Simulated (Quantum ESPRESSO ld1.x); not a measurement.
Q: The mean radii <r> (bohr) of the occupied orbitals of an atom or ion are listed with their occupations. Method: scalar-relativistic Kohn-Sham, LDA (Slater exchange, VWN5 correlation), spin-unpolarised, spherical densities, point nucleus; computed with ld1.x of Quantum ESPRESSO 7.5.

| orbital | occ. | <r> |
|---|---|---|
| 1s | 2 | 0.01900 |
| 2s | 2 | 0.07979 |
| 2p | 6 | 0.07107 |
| 3s | 2 | 0.1957 |
| 3p | 6 | 0.1925 |
| 3d | 1 | 0.1704 |

Name the element and its charge.

A: Z = 72, hafnium, charge +53: Hf53+ in [Ar] 3d1. The 1s radius gives Z: for a bare nucleus <r> = (2 gamma + 1)/(2Z) with gamma = sqrt(1 - (Z/c)^2), 0.01876 bohr for Z = 72, and screening makes it slightly larger (0.01900 here). The occupations add up to 19, and the charge is Z minus that.
